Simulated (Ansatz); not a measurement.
`FC(F)(F)C(F)(F)Br` at its PBE0-D4/def2-TZVP geometry, where that method's forces vanish. The species carries charge 0 and has multiplicity 1.

```xyz
8

F     0.0854    1.3867   -1.0658
C     0.4812    0.2106   -0.6050
F     1.7169    0.3136   -0.1418
F     0.4700   -0.6658   -1.6030
C    -0.4770   -0.2879    0.5079
F    -0.0651   -1.4837    0.9175
F    -1.6966   -0.4109   -0.0066
Br   -0.5146    0.9375    1.9967
```

Q: What forces (eV/Å) does r2SCAN-D4/def2-TZVPP give on these atoms in Ansatz? (Best estimate.)

A: Computed: 
```
F1  -0.128  0.348 -0.140
C2  -0.169 -0.048  0.243
F3   0.370  0.021  0.141
F4  -0.021 -0.282 -0.291
C5   0.159  0.149 -0.107
F6   0.121 -0.339  0.096
F7  -0.333 -0.040 -0.161
Br8  0.002  0.192  0.220
```
